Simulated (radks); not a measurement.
Problem. Neutral vanadium, configuration [Ar] 3d4 4s1 (not the ground configuration). Calculated with a radial shooting solver on a logarithmic mesh with Libxc functionals: Dirac Kohn-Sham, LDA (Slater exchange, Perdew-Wang correlation), spin-unpolarised, spherical densities, finite nucleus; open shells are shared between the two j in proportion to 2j + 1; Fermi nuclear charge, rms radius 3.6002 fm. Some entries of the table are withheld. Estimate them.

orbital,occ.,eigenvalue (eV),<1/r> (bohr^-1),<r> (bohr)
1s1/2,2,-5346.576,22.80,0.06656
2s1/2,2,-596.7621,4.800,(1)
2p1/2,2,-503.3028,4.745,(2)
2p3/2,4,-496.2184,4.679,(3)
3s1/2,2,-66.1569,1.481,0.9557
3p1/2,2,-40.9818,(4),1.023
3p3/2,4,-40.1573,(5),1.032
4s1/2,1,-4.0402,(6),3.536
3d3/2,1.6,-2.6589,0.8778,1.679
3d5/2,2.4,-2.6029,0.8731,1.691

Solution. 
(1) 2s1/2 <r> (bohr): 0.3089
(2) 2p1/2 <r> (bohr): 0.2725
(3) 2p3/2 <r> (bohr): 0.2753
(4) 3p1/2 <1/r> (bohr^-1): 1.352
(5) 3p3/2 <1/r> (bohr^-1): 1.337
(6) 4s1/2 <1/r> (bohr^-1): 0.3679
